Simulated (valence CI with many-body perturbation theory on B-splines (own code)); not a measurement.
# E1 line list for Nb35+

Computed by configuration interaction combined with many-body perturbation theory (CI+MBPT): four valence electrons over a frozen Dirac-Fock core [He], a basis of 11 s, 11 p, 9 d, 7 f, 5 g, 2 h, 1 i functions for each j, with the one-electron correlation potential Σ1 (screened to all orders), the two-electron term Σ2, the three-electron term Σ3, Breit, model QED; selected single and double excitations, second order for the rest (own B-spline code, finite nucleus).

The last digits are not significant, and no measured levels were compared; by estimate large intervals hold to a few tenths of a per cent, small ones and those within an open d or f shell to about a per cent. Among the levels kept, up to 270 cm⁻¹ of a level comes from second order outside the variational space, and about a tenth of that is noise between levels of different J, which matters for small intervals.

Lines 151 to 200 of 230 in falling wavelength, among levels below 24768 × 10³ cm⁻¹, chosen from the strongest by gf and those to the six lowest levels. Wavelengths and rates use the calculated energies. Electric multipoles are in the length gauge, E1 and E2 with the static RPA response of the core. Weak lines are less certain than strong ones. Lines between different terms over intervals too small for the method are left out, as are lines whose strength nearly cancels. The highest levels of a list are the least certain.

Levels are named by their leading jj configuration (3d3/2^4 stands for four electrons in 3d with j = 3/2), which in mixed levels can hold well under half, so a name can repeat and another be missing. Letters in brackets count levels of one name in rising energy.

| λ vac (nm) | Upper | Lower | A (s⁻¹) | S (a.u.) with core polarisation | S without |
| --- | --- | --- | --- | --- | --- |
| 0.4510 | (2s^2 2p3/2 3d5/2) J=1 | (2s^2 2p3/2^2) J=2 | 7.74e+12 | 1.05e-03 | 1.05e-03 |
| 0.4506 | (2s 2p1/2 2p3/2 3p1/2) J=3 | (2s^2 2p3/2^2) J=2 | 8.09e+12 | 2.56e-03 | 2.56e-03 |
| 0.4494 | (2s 2p1/2 2p3/2 3p3/2) J=3 [a] | (2s^2 2p3/2^2) J=2 | 3.01e+12 | 9.43e-04 | 9.44e-04 |
| 0.4490 | (2s 2p1/2 2p3/2 3p1/2) J=1 [b] | (2s^2 2p3/2^2) J=0 | 6.84e+11 | 9.17e-05 | 9.16e-05 |
| 0.4485 | (2s 2p1/2^2 3p1/2) J=0 | (2s^2 2p1/2 2p3/2) J=1 | 2.45e+12 | 1.09e-04 | 1.09e-04 |
| 0.4483 | (2s 2p1/2^2 3p1/2) J=1 | (2s^2 2p1/2 2p3/2) J=1 | 4.71e+12 | 6.29e-04 | 6.29e-04 |
| 0.4475 | (2s 2p1/2 2p3/2 3p3/2) J=2 [a] | (2s^2 2p3/2^2) J=2 | 3.62e+11 | 8.01e-05 | 8.01e-05 |
| 0.4449 | (2s 2p1/2 2p3/2 3p3/2) J=2 [b] | (2s^2 2p3/2^2) J=2 | 3.77e+11 | 8.19e-05 | 8.20e-05 |
| 0.4449 | (2s 2p1/2 2p3/2 3d5/2) J=2 [b] | (2s 2p1/2^2 2p3/2) J=1 | 1.06e+13 | 2.30e-03 | 2.30e-03 |
| 0.4446 | (2s 2p1/2 2p3/2 3p1/2) J=2 [c] | (2s^2 2p3/2^2) J=2 | 2.55e+12 | 5.52e-04 | 5.52e-04 |
| 0.4445 | (2s 2p1/2 2p3/2 3p1/2) J=1 [b] | (2s^2 2p3/2^2) J=2 | 2.36e+12 | 3.07e-04 | 3.07e-04 |
| 0.4441 | (2s 2p1/2 2p3/2 3d3/2) J=2 [a] | (2s 2p1/2^2 2p3/2) J=2 | 3.29e+13 | 7.11e-03 | 7.12e-03 |
| 0.4441 | (2s 2p1/2 2p3/2 3d3/2) J=1 [a] | (2s 2p1/2^2 2p3/2) J=2 | 1.27e+13 | 1.65e-03 | 1.65e-03 |
| 0.4439 | (2s 2p1/2 2p3/2 3d5/2) J=1 [b] | (2s 2p1/2^2 2p3/2) J=1 | 1.66e+13 | 2.15e-03 | 2.15e-03 |
| 0.4438 | (2s 2p1/2 2p3/2 3p3/2) J=3 [b] | (2s^2 2p3/2^2) J=2 | 1.09e+12 | 3.28e-04 | 3.29e-04 |
| 0.4436 | (2s 2p1/2 2p3/2 3d3/2) J=3 [a] | (2s 2p1/2^2 2p3/2) J=2 | 4.93e+13 | 1.49e-02 | 1.49e-02 |
| 0.4429 | (2s 2p1/2^2 3p3/2) J=2 | (2s^2 2p1/2 2p3/2) J=1 | 2.04e+12 | 4.37e-04 | 4.37e-04 |
| 0.4424 | (2s 2p1/2 2p3/2 3p3/2) J=1 [c] | (2s^2 2p3/2^2) J=0 | 6.59e+11 | 8.45e-05 | 8.43e-05 |
| 0.4423 | (2s 2p3/2^2 3s) J=3 | (2s 2p1/2^2 2p3/2) J=2 | 1.01e+12 | 3.03e-04 | 3.03e-04 |
| 0.4416 | (2s 2p1/2 2p3/2 3p3/2) J=1 [d] | (2s^2 2p3/2^2) J=0 | 8.77e+11 | 1.12e-04 | 1.12e-04 |
| 0.4414 | (2s 2p1/2 2p3/2 3d5/2) J=2 [a] | (2s 2p1/2^2 2p3/2) J=2 | 1.54e+12 | 3.27e-04 | 3.27e-04 |
| 0.4407 | (2s 2p1/2 2p3/2 3d5/2) J=3 [a] | (2s 2p1/2^2 2p3/2) J=2 | 2.75e+13 | 8.13e-03 | 8.14e-03 |
| 0.4394 | (2s 2p1/2 2p3/2 3d3/2) J=3 [b] | (2s 2p1/2^2 2p3/2) J=2 | 6.95e+13 | 2.04e-02 | 2.04e-02 |
| 0.4394 | (2s 2p1/2 2p3/2 3d3/2) J=2 [b] | (2s 2p1/2^2 2p3/2) J=2 | 1.43e+14 | 2.99e-02 | 2.99e-02 |
| 0.4393 | (2s 2p1/2 2p3/2 3p3/2) J=3 [c] | (2s^2 2p3/2^2) J=2 | 1.30e+12 | 3.80e-04 | 3.80e-04 |
| 0.4392 | (2s 2p1/2 2p3/2 3p3/2) J=2 [c] | (2s^2 2p3/2^2) J=2 | 1.28e+12 | 2.67e-04 | 2.67e-04 |
| 0.4391 | (2s^2 2p3/2 3d3/2) J=2 | (2s^2 2p1/2 2p3/2) J=2 | 4.90e+13 | 1.02e-02 | 1.02e-02 |
| 0.4390 | (2s 2p1/2 2p3/2 3d3/2) J=1 [b] | (2s 2p1/2^2 2p3/2) J=2 | 1.78e+14 | 2.23e-02 | 2.23e-02 |
| 0.4384 | (2s^2 2p3/2 3d3/2) J=3 | (2s^2 2p1/2 2p3/2) J=2 | 1.22e+14 | 3.56e-02 | 3.56e-02 |
| 0.4380 | (2s 2p1/2 2p3/2 3p3/2) J=1 [c] | (2s^2 2p3/2^2) J=2 | 5.87e+11 | 7.31e-05 | 7.30e-05 |
| 0.4379 | (2s^2 2p1/2 3d3/2) J=1 | (2s^2 2p1/2^2) J=0 | 1.63e+14 | 2.02e-02 | 2.03e-02 |
| 0.4379 | (2s^2 2p3/2 3d3/2) J=1 | (2s^2 2p1/2 2p3/2) J=2 | 2.74e+13 | 3.41e-03 | 3.41e-03 |
| 0.4374 | (2s 2p1/2 2p3/2 3p1/2) J=2 [a] | (2s^2 2p1/2 2p3/2) J=2 | 1.90e+12 | 3.92e-04 | 3.93e-04 |
| 0.4372 | (2s^2 2p3/2 3d3/2) J=2 | (2s^2 2p1/2 2p3/2) J=1 | 6.17e+13 | 1.27e-02 | 1.27e-02 |
| 0.4372 | (2s 2p1/2 2p3/2 3d5/2) J=3 [b] | (2s 2p1/2^2 2p3/2) J=2 | 5.80e+12 | 1.67e-03 | 1.68e-03 |
| 0.4372 | (2s 2p1/2 2p3/2 3p3/2) J=1 [d] | (2s^2 2p3/2^2) J=2 | 7.95e+11 | 9.83e-05 | 9.82e-05 |
| 0.4371 | (2s^2 2p3/2 3d5/2) J=2 | (2s^2 2p1/2 2p3/2) J=2 | 1.50e+13 | 3.10e-03 | 3.11e-03 |
| 0.4366 | (2s 2p1/2 2p3/2 3p1/2) J=1 [a] | (2s^2 2p1/2 2p3/2) J=1 | 2.84e+13 | 3.50e-03 | 3.50e-03 |
| 0.4365 | (2s 2p1/2 2p3/2 3d5/2) J=1 [b] | (2s 2p1/2^2 2p3/2) J=2 | 8.37e+11 | 1.03e-04 | 1.03e-04 |
| 0.4360 | (2s^2 2p3/2 3d3/2) J=1 | (2s^2 2p1/2 2p3/2) J=1 | 7.06e+13 | 8.67e-03 | 8.68e-03 |
| 0.4359 | (2s^2 2p3/2 3d3/2) J=0 | (2s^2 2p1/2 2p3/2) J=1 | 1.15e+14 | 4.69e-03 | 4.69e-03 |
| 0.4357 | (2s^2 2p3/2 3d5/2) J=3 | (2s^2 2p1/2 2p3/2) J=2 | 2.18e+13 | 6.24e-03 | 6.25e-03 |
| 0.4356 | (2s 2p1/2 2p3/2 3p1/2) J=2 [a] | (2s^2 2p1/2 2p3/2) J=1 | 1.76e+13 | 3.58e-03 | 3.58e-03 |
| 0.4348 | (2s 2p1/2 2p3/2 3d3/2) J=3 [c] | (2s 2p1/2^2 2p3/2) J=2 | 6.66e+11 | 1.89e-04 | 1.89e-04 |
| 0.4347 | (2s 2p1/2 2p3/2 3p1/2) J=3 | (2s^2 2p1/2 2p3/2) J=2 | 3.65e+12 | 1.04e-03 | 1.03e-03 |
| 0.4338 | (2s 2p1/2^2 3p1/2) J=1 | (2s^2 2p1/2^2) J=0 | 6.12e+12 | 7.40e-04 | 7.38e-04 |
| 0.4336 | (2s 2p1/2 2p3/2 3p3/2) J=3 [a] | (2s^2 2p1/2 2p3/2) J=2 | 4.50e+12 | 1.27e-03 | 1.27e-03 |
| 0.4333 | (2s^2 2p3/2 3d5/2) J=1 | (2s^2 2p1/2 2p3/2) J=1 | 2.02e+12 | 2.43e-04 | 2.43e-04 |
| 0.4330 | (2s 2p3/2^2 3p1/2) J=2 | (2s^2 2p3/2^2) J=2 | 1.14e+13 | 2.28e-03 | 2.28e-03 |
| 0.4329 | (2s 2p1/2 2p3/2 3p3/2) J=1 [a] | (2s^2 2p1/2 2p3/2) J=2 | 4.65e+11 | 5.58e-05 | 5.58e-05 |
